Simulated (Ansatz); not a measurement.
Stepwise reaction of `[Cl][SnH2][Cl]` with ammonia, as a gas-phase model of exchange steps in deposition or etching. ΔE in kJ/mol.

Calculated with Ansatz (gas phase, PBE0-D4/def2-TZVP geometries, no zero-point term in ΔE). CCSD(T)/CBS adds triple-zeta CCSD(T) − MP2 to the extrapolated MP2 energy (def2 sets, frozen cores). This one scheme is used for every species. Functionals use def2-TZVPP. B3LYP here is the variant with VWN-RPA as its local correlation; programs differ in this. Elements past krypton have def2 core potentials. For Sn outer-core shells are correlated without core-valence functions, which leaves a few kJ/mol of doubt a bond. Each species was taken in one conformer, which may not be the lowest.

| step | reaction | PBE-D4 | B3LYP-D4 | ωB97M-V | CCSD(T)/CBS |
| --- | --- | --- | --- | --- | --- |
| 2 | `[NH2][SnH2][Cl]` + NH₃ → `[NH2][SnH2][NH2]` + HCl | 108.2 | 110.3 | 109.0 | 105.4 |

Question: Give the row of step 1, `[Cl][SnH2][Cl]` + NH₃ → `[NH2][SnH2][Cl]` + HCl. (An estimate is asked.)

Answer: Computed: 
```csv
step,reaction,PBE-D4,B3LYP-D4,ωB97M-V,CCSD(T)/CBS
1,`[Cl][SnH2][Cl]` + NH₃ → `[NH2][SnH2][Cl]` + HCl,85.9,88.6,87.5,85.7
```

Question: By hand: ΔE of the 2 steps together at CCSD(T)/CBS.

Answer: (85.7) + (105.4) = 191.1 kJ/mol, or 95.6 kJ/mol a step.

In ΔE each step is higher than the one before. All are uphill at CCSD(T)/CBS. PBE-D4 differs from CCSD(T)/CBS by 0.2 to 2.8 kJ/mol a step. Isolated molecules leave out the surface, adducts and barriers. Largest T1 diagnostic: 0.012.
